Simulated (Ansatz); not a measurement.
GaMe2(hfac) (C7H7F6GaO2). The state is a singlet with charge 0. Geometry PBE-D4/def2-SVP.

```xyz
23

Ga   -0.9760    0.8305   -1.1010
C    -1.0353    2.7446   -0.6584
H    -0.4258    2.9492    0.2438
H    -2.0755    3.0712   -0.4594
H    -0.6377    3.3536   -1.4947
C    -1.7626   -0.3369   -2.4719
H    -1.2954   -1.3413   -2.4360
H    -1.6160    0.0833   -3.4874
H    -2.8525   -0.4518   -2.3004
O    -1.2914   -0.1251    0.6529
C    -0.4031   -0.6898    1.3648
C    -0.9632   -1.2978    2.6696
F    -1.9137   -2.2060    2.3800
F    -1.5170   -0.3281    3.4222
F    -0.0074   -1.9065    3.4034
C     0.9720   -0.8130    1.0921
C     1.5546   -0.2993   -0.0815
C     3.0660   -0.5117   -0.3187
F     3.6687    0.6716   -0.5369
F     3.2487   -1.2892   -1.4046
F     3.6708   -1.1072    0.7318
O     0.9828    0.3350   -1.0227
H     1.6089   -1.3356    1.8128
```

The 6-31G sets use Cartesian d functions. B3LYP takes the VWN-RPA correlation. Single mean-field runs in def2-TZVP are fitted with def2-universal-jkfit.

Task: Estimate the orbital energies around the gap (eV) in Ansatz with PBE-D4/def2-SVP, PBE-D4/def2-TZVP, B3LYP-D4/6-31G, BHLYP-D4/def2-TZVP, CAM-B3LYP-D4/def2-TZVP.

Result: 
| orbital | PBE-D4/def2-SVP | PBE-D4/def2-TZVP | B3LYP-D4/6-31G | BHLYP-D4/def2-TZVP | CAM-B3LYP-D4/def2-TZVP |
| --- | --- | --- | --- | --- | --- |
| HOMO−9 | -9.70 | -9.98 | -11.54 | -13.45 | -13.36 |
| HOMO−8 | -9.63 | -9.76 | -11.01 | -12.70 | -12.77 |
| HOMO−7 | -9.54 | -9.67 | -10.90 | -12.60 | -12.67 |
| HOMO−6 | -9.43 | -9.56 | -10.81 | -12.52 | -12.55 |
| HOMO−5 | -9.39 | -9.52 | -10.75 | -12.49 | -12.50 |
| HOMO−4 | -9.03 | -9.20 | -10.52 | -12.44 | -12.43 |
| HOMO−3 | -7.72 | -7.85 | -9.08 | -10.83 | -10.80 |
| HOMO−2 | -7.27 | -7.43 | -8.89 | -10.70 | -10.65 |
| HOMO−1 | -7.25 | -7.37 | -8.34 | -9.67 | -9.91 |
| HOMO | -6.41 | -6.53 | -7.42 | -8.77 | -9.00 |
| LUMO | -3.69 | -3.90 | -3.37 | -2.21 | -2.09 |
| LUMO+1 | -0.45 | -0.67 | 0.19 | 1.10 | 1.26 |
| LUMO+2 | 0.10 | -0.31 | 0.52 | 1.68 | 1.65 |
| LUMO+3 | 0.29 | 0.02 | 0.80 | 1.69 | 1.80 |
| LUMO+4 | 0.78 | 0.48 | 1.15 | 2.14 | 2.25 |
| LUMO+5 | 1.60 | 0.94 | 1.73 | 2.31 | 2.46 |
